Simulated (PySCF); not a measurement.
# SMILES Cc1cnn([SiH3])c1, C₄H₈N₂Si

Cartesian coordinates in Å; atom numbers follow the order of the lines, from 1:
```xyz
15

C    -2.556   -0.369   -0.052
C    -1.132    0.051    0.064
C    -0.633    1.279    0.552
N     0.678    1.306    0.525
N     1.078    0.121    0.031
Si    2.798   -0.141   -0.186
C     0.001   -0.652   -0.258
H    -3.010   -0.447    0.935
H    -3.123    0.363   -0.625
H    -2.627   -1.335   -0.546
H    -1.188    2.121    0.917
H     3.191    0.393   -1.490
H     2.960   -1.596   -0.147
H     3.435    0.548    0.925
H     0.125   -1.635   -0.667
```

The calculation used GIAO KT3/pcSseg-1 magnetisability, rotational g tensor and spin-rotation constants, non-relativistic, gas phase in PySCF. Geometry: GFN2-xTB.

Q: Give the nuclear spin-rotation constants along the inertial axes (H = +C I·J) beside the isotropic shieldings.

A: Rotational constants 6.7750, 1.3262, 1.1315 GHz. A star marks the isotopologue with that one atom substituted, in its own axes.
```tsv
atom	isotope	Caa (kHz)	Cbb (kHz)	Ccc (kHz)	mean (kHz)	σ (ppm)
N4	14N	1.515	0.310	0.077	0.634	-71.3
N5	14N	1.122	0.153	0.079	0.451	60.0
H8	1H	-0.467	-0.129	-0.008	-0.202	29.4
H9	1H	-0.419	-0.115	-0.029	-0.188	29.4
H10	1H	-0.701	0.043	-0.119	-0.259	29.5
H11	1H	-0.201	0.068	-0.119	-0.084	24.2
H12	1H	-0.506	-0.122	0.047	-0.194	26.8
H13	1H	-0.576	0.031	-0.075	-0.207	26.8
H14	1H	-0.422	-0.019	-0.054	-0.165	26.6
H15	1H	-0.611	0.143	-0.130	-0.199	24.6
C1	13C*	0.891	0.190	0.147	0.410	172.8
C2	13C*	2.653	0.454	0.165	1.091	70.4
C3	13C*	2.437	0.563	0.214	1.071	48.5
Si6	29Si*	-3.477	-0.741	-0.655	-1.624	417.1
C7	13C*	2.153	0.573	0.202	0.976	59.2
```
For the geometry as given, no vibrational averaging.

Q: How do the rotational constants and the g tensor change when H8, H9, H10, H11, H12, H13, H14, H15 are replaced by deuterium?

A: Constants 5.3977, 1.1341, 0.9696 GHz; g -0.0801, -0.0180, 0.0050, against -0.1004, -0.0210, 0.0059 before.
